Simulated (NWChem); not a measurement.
Molecule: CuI; SMILES [Cu][I]

All runs: NWChem. The geometry was optimised at PBE0/def2-SVP. def2 effective core potentials on I; no spin-orbit coupling. Level M06-2X/def2-SVP: energy and gradient on several grids; changes count from the extra-fine grid, which is no exact limit either.

Problem. Which is the coarsest grid (fine; coarse; xcoarse; medium; xfine) from which on the energy stays within 500 μHa and each gradient component within 500 μHa/bohr of xfine?

Solution. xcoarse.
| grid | size of the energy change (μHa) | largest change of a gradient component (μHa/bohr) |
|---|---|---|
| xcoarse | 60 | 100 |
| coarse | < 10 | 70 |
| medium | < 10 | < 30 |
| fine | < 10 | < 30 |
| xfine | < 10 | < 30 |
